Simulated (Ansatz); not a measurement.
Basis-set series for Cl₂F₂H₂OSi₂ (`F[Si](F)(Cl)O[SiH2]Cl`). Total charge 0; spin multiplicity 1. All single points use the PBE0-D4/def2-TZVP geometry. It is one conformer, not always the lowest.

| functional | basis | functions | energy (Eh) | HOMO (eV) | LUMO (eV) |
| --- | --- | --- | --- | --- | --- |
| PBE0-D4 | def2-SVP | 124 | -1774.32285 | -9.17 | 0.35 |
| PBE0-D4 | def2-TZVPP | 289 | -1775.21707 | -9.27 | -0.09 |
| ωB97M-V | def2-SVP | 124 | -1774.99047 | -11.36 | 2.32 |
| ωB97M-V | def2-TZVPP | 289 | -1775.88600 | -11.51 | 1.67 |

Task: Give the rows for def2-QZVPP. (Best estimate.)

Result: Ansatz gave: 
| functional | basis | functions | energy (Eh) | HOMO (eV) | LUMO (eV) |
| --- | --- | --- | --- | --- | --- |
| PBE0-D4 | def2-QZVPP | 511 | -1775.28071 | -9.29 | -0.26 |
| ωB97M-V | def2-QZVPP | 511 | -1775.94551 | -11.54 | 1.26 |

Positive LUMOs are unbound and depend on the basis.
